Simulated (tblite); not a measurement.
C₅H₁₁ClF₂Si.
Atom-mapped SMILES: `[CH3:1][CH:2]([CH3:3])[SiH2:4][CH2:5][C:6]([F:7])([F:8])[Cl:9]` (hydrogens: H10, H11, H12 on C1; H13 on C2; H14, H15, H16 on C3; H17, H18 on Si4; H19, H20 on C5)

Geometry (GFN2-xTB, Å), atoms numbered from 1 in this order:
```xyz
20
C5H11ClF2Si angstrom
C     -1.6700   -1.3543   -0.3955
C     -1.2966    0.0249    0.1480
C     -2.4234    1.0160   -0.1285
Si     0.3423    0.6692   -0.5872
C      1.7244   -0.5738   -0.1251
C      3.0555    0.0983   -0.1929
F      4.0838   -0.7488    0.0374
F      3.1824    1.0619    0.7433
Cl     3.3342    0.8600   -1.7825
H     -2.6013   -1.6992    0.0513
H     -0.8965   -2.0864   -0.1756
H     -1.8091   -1.3142   -1.4735
H     -1.1941   -0.0626    1.2358
H     -2.1791    2.0007    0.2609
H     -3.3522    0.6857    0.3340
H     -2.5919    1.1080   -1.1985
H      0.2609    0.7293   -2.0498
H      0.6720    1.9768   -0.0180
H      1.6092   -0.9581    0.8889
H      1.7444   -1.4228   -0.8047
```

Level: GFN2-xTB in tblite, geometry and Hessian alike; calculated harmonic values, unscaled, isolated species. This tight-binding method is rough: wavenumbers can miss measured ones by several per cent, in bad cases by 10 to 20. Modes of hydrogen on silicon can be 10 to 20 % off. One conformer, not necessarily the lowest.

Harmonic wavenumbers (cm⁻¹): 30.2, 44.7, 67.2, 102.0, 127.2, 217.3, 230.4, 248.3, 275.1, 297.2, 321.5, 381.0, 391.5, 400.6, 480.4, 519.7, 611.9, 614.3, 673.4, 741.5, 755.7, 762.0, 789.9, 908.4, 945.1, 948.4, 993.4, 993.9, 1038.0, 1132.1, 1139.8, 1171.8, 1179.5, 1237.2, 1275.6, 1298.8, 1412.6, 1425.9, 1443.6, 1499.1, 1506.5, 1511.1, 1513.9, 2256.9, 2280.0, 2914.7, 2991.1, 3013.0, 3016.4, 3022.3, 3029.5, 3035.8, 3037.7, 3044.1.

A = 2234, B = 527.7, C = 503.7 MHz; mass 172.029 u (most abundant isotopes); point group C1, symmetry number 1.

Task: Zero-point energy?

Result: Half the sum of the wavenumbers: 32650 cm⁻¹ = 93.35 kcal/mol.

Task: What is S at 298.15 K and 1 bar for an ideal gas of classical rigid rotors and harmonic oscillators?

Result: Translation 41.36, rotation 30.67, vibration 38.89: S = 110.9 cal/(mol K).

Task: And Cp and H(298.15 K) − H(0)?

Result: Cp = 45.38 cal/(mol K), of which vibrations give 37.43 (their classical limit is 54 R = 107.3); H(298.15 K) − H(0) = 8.23 kcal/mol without the zero-point energy, 5.86 from vibrations.

Task: Blend soft modes into free rotors: weight 1/[1 + (100 cm⁻¹/ν̃)⁴] for the oscillator and the rest for a rotor with moment μB/(μ + B), μ = h/(8π²ν), B = 10⁻⁴⁴ kg m². What vibrational entropy results?

Result: 34.63 cal/(mol K) in place of 38.89, which changes −T·S at 298.15 K by +1.27 kcal/mol.

Task: What must be added to the electronic energy to get the Gibbs energy at 298.15 K and 1 bar?

Result: ZPE + [H(298.15 K) − H(0)] − T·S = 93.35 + 8.23 − 33.07 = 68.51 kcal/mol.

Hindered rotation and anharmonicity are outside this model. Other conformers, if any are populated, would add a mixing term that is left out. The structure is chiral; the term R ln 2 for an equal mix with its mirror image is left out.
